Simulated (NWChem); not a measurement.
System: Al2, triplet; SMILES [Al][Al]

Program: NWChem. Spin-unrestricted. No stability test was run on the SCF state. Each level has its own optimisation; frequencies are unscaled.

| level | r Al–Al (Å) | highest harmonic frequency (cm⁻¹) | zero-point energy (kcal/mol) |
|---|---|---|---|
| UHF/3-21G | … | … | 0.4 |
| CAM-B3LYP/def2-SVP | 2.483 | 340 | 0.5 |
| PBE0/def2-TZVP | 2.479 | 349 | 0.5 |
| PBE0/def2-SVP | 2.482 | 348 | 0.5 |

**Question.** Fill in the missing entries.

**Answer.** 
- UHF/3-21G, r Al–Al (Å): 2.612
- UHF/3-21G, highest harmonic frequency (cm⁻¹): 288
